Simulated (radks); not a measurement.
Effect of the nuclear size on the samarium ion Sm2+, [Xe] 4f6. Calculated with a radial shooting solver on a logarithmic mesh with Libxc functionals: Dirac Kohn-Sham, BLYP, spin-unpolarised, spherical densities, finite nucleus; open shells fill j = l - 1/2 first; Fermi nuclear charge, rms radius 5.0819 fm. The rms radius is varied about that value; shifts are against it.

| rms radius (fm) | total energy shift (eV) | density at nucleus (e/bohr^3) | 1s1/2 shift (meV) | 2s1/2 shift (meV) | 4p1/2 shift (meV) | 5s1/2 shift (meV) | 5p1/2 shift (meV) | 4f5/2 shift (meV) | 6s1/2 (empty) shift (meV) |
|---|---|---|---|---|---|---|---|---|---|
| 4.4721 | -3.80 | 5.499e+05 | -1570 | -199 | 0.236 | -1.60 | 0.056 | 0.184 | -0.237 |
| 4.7922 | -1.85 | 5.409e+05 | -766 | -97.0 | 0.115 | -0.778 | 0.027 | 0.090 | -0.115 |
| 5.0819 | 0 | 5.333e+05 | 0.000 | 0.000 | 0.000 | 0.000 | 0.000 | 0.000 | 0.000 |
| 5.2903 | 1.38 | 5.282e+05 | 572 | 72.4 | -0.086 | 0.581 | -0.020 | -0.067 | 0.086 |
| 6.2202 | 8.07 | 5.082e+05 | 3330 | 422 | -0.498 | 3.39 | -0.118 | -0.391 | 0.502 |

Slopes of the eigenvalues against <r^2> in GHz/fm^2, as finite differences over the two radii next to the reference (eigenvalue slopes, not the field-shift constants of lines): 1s1/2 64400, 2s1/2 8160, 4p1/2 -9.65, 5s1/2 65.4, 5p1/2 -2.28, 4f5/2 -7.55, 6s1/2 (empty) 9.70.
